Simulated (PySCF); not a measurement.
PySCF input file for C₃H₈BCl, SMILES CCB(C)Cl, KT2/pcSseg-1. Geometry optimised at r2SCAN-D4/def2-SVP. The values are those of a single conformer.

```python
import numpy as np
from pyscf import gto, scf, dft
from pyscf.prop.nmr import rks as nmr

mol = gto.M(
    atom='''
    B     0.14743399    0.51669177    0.21927448
    Cl    0.47341908   -1.08309162    0.93676550
    C     0.69405207    1.77147112    0.97788160
    H     1.79891007    1.74781727    0.96438763
    H     0.41543929    1.74972461    2.04455184
    H     0.36936564    2.72770695    0.54004528
    C    -0.65050553    0.60433345   -1.12558603
    C    -1.08068932   -0.67959391   -1.82728158
    H    -0.04697078    1.24723579   -1.79946298
    H    -1.52772508    1.24780430   -0.90126536
    H    -1.72177003   -1.29355362   -1.17566231
    H    -0.21005485   -1.30062258   -2.09043605
    H    -1.63963167   -0.47427820   -2.75362779
    ''',
    basis='pcSseg-1',
    charge=0,
    spin=0,
    max_memory=1600,
    verbose=3,
)
mf = dft.RKS(mol, xc='kt2')
mf.grids.level = 3
mf.conv_tol = 1e-10
mf.max_cycle = 100
mf.kernel()
n = nmr.NMR(mf)
n.verbose = 2
n.max_cycle_cphf = 60
sigma = n.kernel()
print('atom   isotropic/ppm   span/ppm')
for i, s in enumerate(sigma):
    w = np.linalg.eigvalsh((s + s.T) / 2)
    print(f'{mol.atom_symbol(i):2s}{i + 1:3d} {w.mean():14.3f} {w[2] - w[0]:11.3f}')
```

Log of the run:

```
converged SCF energy = -610.177107745214
atom   isotropic/ppm   span/ppm
B   1         25.091     129.441
Cl  2        678.865     659.638
C   3        169.426      35.910
H   4         30.315       8.668
H   5         30.199       8.968
H   6         30.298       8.594
C   7        155.834      43.826
C   8        172.310      17.431
H   9         29.599       8.916
H  10         29.706       9.035
H  11         30.006       9.383
H  12         30.109       9.396
H  13         30.173      12.174
```

The calculation finished and met its thresholds.
